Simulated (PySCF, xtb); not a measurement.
C4H10Si2, SMILES C=C1CC[Si@H]1[SiH3].

xtb with GFN2-xTB at its own geometry gives an orbital gap of 3.78 eV and a dipole moment of 0.45 D.

Geometry optimised at B3LYP-D3(BJ)/def2-SVP. A frequency run showed that this geometry is not a minimum. The structure was generated by enumeration; whether it is a known compound was not checked.

Question: What does r2SCAN/def2-TZVP (PySCF) give? (The exact figures need the calculation; the answer reports its results.)

Answer: gap 4.93 eV (levels -6.33 and -1.40 eV), dipole 0.80 D.
